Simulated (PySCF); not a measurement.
**Worked example: entropy of an ideal gas**

Se(OH)(GeH3) (GeH4OSe), SMILES O[Se][GeH3].

The structure is a stationary point at PBE0-D3(BJ)/def2-SVP. This is a generated structure with no PubChem entry under its InChIKey; it may be hypothetical. Other conformers were not sampled.

PBE0-D3(BJ)/def2-SVP run with PySCF gives the harmonic wavenumbers 117, 137, 288, 350, 523, 540, 647, 812, 862, 884, 1110, 2151, 2163, 2173, 3852 cm⁻¹ and the rotational temperatures 0.4660, 0.0941, 0.0804 K. The molar mass is 171.63 g/mol, the symmetry number 1, the spin multiplicity 1.

Q: Work out the entropy at 298.15 K and 1 atm in the rigid-rotor, harmonic-oscillator model.

A: 
Translation (Sackur–Tetrode at 1 atm): S = R[1.5 ln M + 2.5 ln T − 1.16487] = 172.9 J/(mol K).
Rotation: q = (√π/σ) T^1.5/√(θA θB θC) = 154000, S = R[ln q + 3/2] = 111.8 J/(mol K).
Vibration: with u = 1.4388 ν/T, each mode gives R[u/(e^u − 1) − ln(1 − e^−u)]:
| ν (cm⁻¹) | modes | u | S (J/(mol K)) |
|---|---|---|---|
| 117 | 1 | 0.56 | 13.18 |
| 137 | 1 | 0.66 | 11.90 |
| 288 | 1 | 1.39 | 6.22 |
| 350 | 1 | 1.69 | 4.88 |
| 523 | 1 | 2.52 | 2.52 |
| 540 | 1 | 2.61 | 2.37 |
| 647 | 1 | 3.12 | 1.57 |
| 812 | 1 | 3.92 | 0.83 |
| 862 | 1 | 4.16 | 0.68 |
| 884 | 1 | 4.27 | 0.62 |
| 1110 | 1 | 5.36 | 0.25 |
The stiffer modes add less than 0.005 each. Sum 45.0 J/(mol K).
Spin: R ln 1 = 0.0 J/(mol K).
Total 329.7 J/(mol K); the program's own thermochemistry gives 329.7. Translation makes up 52 % and vibration 14 %. Anharmonicity, hindered rotation and orbital degeneracy are left out.
